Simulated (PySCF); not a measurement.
CH2NO, SMILES [NH]C=O (connectivity only; charge and spin as stated), charge -1, multiplicity 1. Heavy atoms are numbered as in [NH:1][CH:2]=[O:3]. Hydrogens are named by the atom that carries them.

Coordinates come from a B3LYP-D3(BJ)/def2-SVPD optimisation. The spin state was assumed, not searched. The isomer is the one that the SMILES or the coordinates give; other isomers of the formula were not compared. The values are those of a single conformer.

All values below come from PySCF with PBE/pcSseg-2.

GIAO shieldings, no solvent; atoms alike by connectivity are averaged. δ = σ(ref) − σ: ¹⁵N against NH3 (σ = 262.8 ppm); ¹³C against TMS (σ = 181.4 ppm); ¹⁷O against H2O (σ = 327.5 ppm); ¹H against TMS (σ = 31.47 ppm), references at their B3LYP-D3(BJ)/def2-TZVP geometries, non-relativistic.

Computed chemical shifts:
```json
[
 {"nucleus": "¹⁵N", "atoms": "N1 (NH)", "count": "1", "δ (ppm)": "189.5"},
 {"nucleus": "¹³C", "atoms": "C2 (CH)", "count": "1", "δ (ppm)": "175.8"},
 {"nucleus": "¹⁷O", "atoms": "O3", "count": "1", "δ (ppm)": "343.4"},
 {"nucleus": "¹H", "atoms": "H on C2", "count": "1", "δ (ppm)": "8.75"},
 {"nucleus": "¹H", "atoms": "H on N1", "count": "1", "δ (ppm)": "4.28"}
]
```
